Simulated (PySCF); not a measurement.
A structure optimised at PBE-D3(BJ)/def2-SVP, used in a PySCF frequency run:

```xyz
6

O     -1.5748    -1.2913    -1.0256
Si    -0.5657    -0.5701     0.0794
Cl    -0.8624    -1.3596     1.9727
I      1.7006    -1.0497    -0.6780
I     -0.9893     1.8520     0.1960
H     -2.5242    -1.1021    -0.9004
```
Charge 0, spin multiplicity 1.

Write its SMILES and formula.

O[Si](Cl)(I)I, ClHI2OSi

What are its rotational constants (standard atomic weights)?

1.1887, 0.44338, 0.36878 GHz
